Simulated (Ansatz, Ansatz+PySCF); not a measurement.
```yaml
atoms:
  - { symbol: Li, position_ang: [0.0000, 0.0000, -2.2979] }
  - { symbol: F, position_ang: [0.0000, 0.0000, 0.7660] }
```

Basis set: cc-pVDZ (spherical functions). Correlated methods keep 1 orbital frozen. Charge 0, multiplicity 1.

Computed with Ansatz (development build ahead of 0.2.0); each method stands on the lowest determinant of its kind that the runs found. Restricted open shells among the atoms or ions are ROHF, correlated in semicanonical orbitals with singles. Restricted functionals stand beside restricted open-shell atoms, which can lie above the unrestricted atoms usual in DFT and then raise those values.

The atomization energy at this shape (free ground-state atoms in the same class of orbitals less the molecule, no zero-point energy) of singlet LiF:

```csv
method,atomization energy
ωB97X (restricted),2.23 eV
ωB97X (unrestricted),2.19 eV
r²SCAN (unrestricted),2.28 eV
r²SCAN (restricted),2.32 eV
PBE (unrestricted),2.54 eV
PBE (restricted),2.57 eV
PBE0 (unrestricted),1.96 eV
PBE0 (restricted),2.00 eV
RHF-CCSD(T),1.67 eV
RHF-MP2,1.85 eV
UHF,0.10 eV
RHF,0.14 eV
```

(1) What does RHF-CCSD give?

## Answers

(1) 1.59 eV. Caution for RHF-CCSD(T), RHF-MP2, RHF-CCSD: bonds are stretched, where a single reference can fail. Caution for UHF: the unrestricted determinant is a mixture of spin states.
